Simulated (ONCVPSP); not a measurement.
## Before and after: ONCV potential for selenium (Se)

ONCVPSP 4.0.1 input, shortened (lines: element, Z, core and valence counts, functional; n l f; lmax; l rc ep ncon nbas qcut; lloc lpopt rc5 dvloc0; l nproj debl; icmod fcfact rcfact), PBEsol, scalar-relativistic:

```
  Se 34.00    6    2  -116133      upf
    1    0    2.00
    2    0    2.00
    2    1    6.00
    3    0    2.00
    3    1    6.00
    3    2   10.00
    4    0    1.75
    4    1    4.25
    1
    0    1.55    0.00    3    8    4.90
    1    1.80    0.00    5   10    4.70
    4    3    1.40    4.00
    0    2    0.40
    1    3    0.50
    2    0.35    0.90
```

In the s channel the program set the typed energies aside and used -0.643, 0.250 Ha.

Change: s: nproj 3. In the s channel the program set the typed energies aside and used -0.643, 0.250, 0.650 Ha.

Cutoffs: the cutoffs (Ha) at which the residual kinetic energy of the hardest occupied pseudo-wave falls to 1 and 0.1 mHa per electron; they do not see the model core or the augmentation charge, which bear on the density cutoff. Errors are all-electron minus pseudo energies relative to the spin-unpolarised reference configuration.

Question: How do hardness, ghosts and transferability respond?

Answer: The potential gets neither clearly harder nor softer (11 Ha and 34 Ha → 11 Ha and 34 Ha); the bound ghosts move from p to p, s; the errors of the 4 common tests hardly move.

```tsv
quantity	base	changed
cutoff, loose	11 Ha	11 Ha
cutoff, tight	34 Ha	34 Ha
bound ghosts	p	s, p
GHOST(+) flags under 300 eV	none	s at 217.0 eV
error for 4s2 4p4, meV [ΔE -2.70 eV]	-0.5	-0.5
error for 4s2 4p3, meV [ΔE 8.15 eV]	-1.9	-1.9
error for 4s2 4p2, meV [ΔE 28.52 eV]	-9.0	-9.0
error for 4s2 4p1, meV [ΔE 59.42 eV]	-33	-33
s: phases at 1.57 bohr within 0.05 rad from the reference energy up to (Ha; the scan ends near 5)	4.7	to the end of the scan
p: phases at 1.83 bohr within 0.05 rad from the reference energy up to (Ha; the scan ends near 5)	4.7	4.7
rms error of d²Exc/dni dnj with the model core, mHa	0.16	0.16
```

 A true bound ghost makes a file unfit for plane-wave use even where its test errors are small: the radial tests pick states by their node count and pass the ghost by.
